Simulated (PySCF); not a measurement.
disulfane cation (H2S2), SMILES SS (connectivity only; charge and spin as stated), charge +1, multiplicity 2.

Geometry optimised at PBE0-D3(BJ)/def2-TZVP. The multiplicity is an assumed one; other spin states were not compared.

Calculation: TDA-M06-2X/def2-TZVPD in PySCF.

Vertical excitations. Gas-phase values at a fixed geometry.

```csv
state,energy (eV),λ (nm),f,main pairs
root 1,3.35,370,0.000,β HOMO−1→LUMO 99 %
root 2,3.85,322,0.069,β HOMO→LUMO 91 %
root 3,4.18,296,0.000,α HOMO→LUMO 98 %
root 4,5.63,220,0.000,"α HOMO→LUMO+1 60 %, β HOMO−2→LUMO 33 %"
root 5,5.91,210,0.000,"α HOMO→LUMO+1 31 %, β HOMO−2→LUMO 64 %"
root 6,6.33,196,0.004,"α HOMO→LUMO+2 7 %, β HOMO−3→LUMO 90 %"
root 7,6.46,192,0.000,"α HOMO−2→LUMO 5 %, β HOMO→LUMO+1 90 %"
root 8,6.60,188,0.000,"α HOMO−1→LUMO 43 %, β HOMO−1→LUMO+1 52 %"
root 9,6.77,183,0.001,"α HOMO→LUMO+2 81 %, β HOMO−3→LUMO 8 %"
root 10,7.72,161,0.000,"α HOMO−2→LUMO 86 %, β HOMO→LUMO+1 6 %"
```
Unrestricted roots are not spin-pure.
